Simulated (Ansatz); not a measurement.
Basis-set extrapolation for C3H9ClSi, SMILES `C[SiH2]CCCl` (PBE0-D4/def2-TZVP geometry, frozen core, the Gaussian-basis code of Ansatz). Multiplicity 1, RHF reference.

```tsv
	def2-TZVPP	def2-QZVPP
HF	-867.359671	-867.387219
MP2 correlation	-0.846765	-0.908849
CCSD(T) correlation	-0.951143	not run
```

Energies in hartree. Use E(X) = E(∞) + A·exp(−7.88·√X) for Hartree–Fock and E(X) = E(∞) + B·X^(−2.97) for correlation, with X = 3 and 4, and add CCSD(T) minus MP2 of the smaller set to the MP2 limit.

Task: What is the CCSD(T) energy at the basis-set limit?

Result: HF limit: -867.387219 + (-0.027548) × 0.13774 = -867.39101. MP2 limit: -0.908849 + (-0.062084) × 0.74074 = -0.95484. Higher-order term: -0.951143 − (-0.846765) = -0.10438. Total: -868.45023 hartree, 3.79 eV below CCSD(T)/def2-TZVPP.
